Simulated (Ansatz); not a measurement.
Calculated with Ansatz (gas phase, PBE0-D4/def2-TZVP geometries, no zero-point term in ΔE). CBS: MP2 limit from def2 TZ/QZ plus the TZ coupled-cluster correction, frozen cores. Functionals use def2-TZVPP. B3LYP here is the variant with VWN-RPA as its local correlation; programs differ in this. One conformer a species, not always the lowest.

Consider the redistribution: `OCO[SiH2]F` + `O[SiH2]C[SiH](O)O` → `O[SiH](O)C[SiH2]F` + `OCO[SiH2]O`.

`OCO[SiH2]F`:

Z-matrix (Å, degrees):
```
C
O 1 1.406
O 1 1.390 2 112.8
H 1 1.095 2 106.2 3 123.1
H 1 1.093 2 110.0 3 -118.1
Si 2 1.633 1 125.6 3 48.3
H 3 0.962 1 108.9 2 69.7
F 6 1.596 2 110.1 1 54.9
H 6 1.478 2 112.9 1 -64.5
H 6 1.476 2 105.5 1 172.1
```

`O[SiH2]C[SiH](O)O`:

Cartesian coordinates in Å:
```
O -1.459 1.459 0.303
Si -0.785 0.474 1.465
C -0.028 -0.941 0.542
Si 1.063 -0.458 -0.897
O 0.639 -1.492 -2.105
O 0.872 1.115 -1.314
H -2.006 2.188 0.598
H -1.849 0.038 2.413
H 0.238 1.225 2.244
H -0.829 -1.577 0.151
H 0.551 -1.551 1.244
H 2.507 -0.602 -0.593
H 1.075 -1.375 -2.950
H 0.011 1.497 -1.101
```

`O[SiH](O)C[SiH2]F`:

Cartesian coordinates in Å:
```
O -1.780 0.935 -0.754
Si -0.274 1.277 -0.207
O 0.876 1.198 -1.381
C 0.294 0.030 1.054
Si 0.422 -1.692 0.379
F -0.848 -1.938 -0.591
H -1.934 0.024 -1.019
H -0.386 2.650 0.337
H 0.770 1.761 -2.149
H -0.401 0.043 1.899
H 1.280 0.328 1.430
H 0.340 -2.729 1.438
H 1.642 -1.887 -0.435
```

`OCO[SiH2]O`:

```xyz
11

O    -1.489   -0.592    0.664
C    -0.203   -0.602    1.219
O     0.597    0.426    0.718
Si    0.967    0.509   -0.891
O    -0.287    0.998   -1.823
H    -1.939    0.202    0.969
H    -0.236   -0.480    2.307
H     0.214   -1.583    0.970
H     1.424   -0.847   -1.301
H     2.012    1.540   -1.026
H    -1.060    0.429   -1.806
```

```tsv
level	ΔE (kcal/mol)	difference from CCSD(T)/CBS
PBE-D4	-1.6	0.0
r2SCAN-D4	-1.8	-0.2
PBE0-D4	-1.6	0.0
B3LYP-D4	-1.6	0.0
ωB97X-V	-1.9	-0.3
ωB97M-V	-1.9	-0.3
B2PLYP	-1.6	0.0
PBE	-1.5	0.1
r2SCAN	-1.8	-0.2
PBE0	-1.5	0.1
B3LYP	-1.5	0.1
HF/def2-TZVPP	-1.9	-0.3
MP2/def2-TZVPP	-1.6	0.0
SCS-MP2/def2-TZVPP	-1.7	-0.1
CCSD/def2-TZVPP	-1.7	-0.1
CCSD(T)/def2-TZVPP	-1.7	-0.1
HF/def2-QZVPP	-1.8	-0.2
MP2/def2-QZVPP	-1.6	0.0
SCS-MP2/def2-QZVPP	-1.6	0.0
HF/CBS(def2)	-1.8	-0.2
MP2/CBS(def2)	-1.6	0.0
CCSD/CBS(def2)	-1.7	-0.1
CCSD(T)/CBS	-1.6	0
```

Largest T1 diagnostic among the species: 0.012.
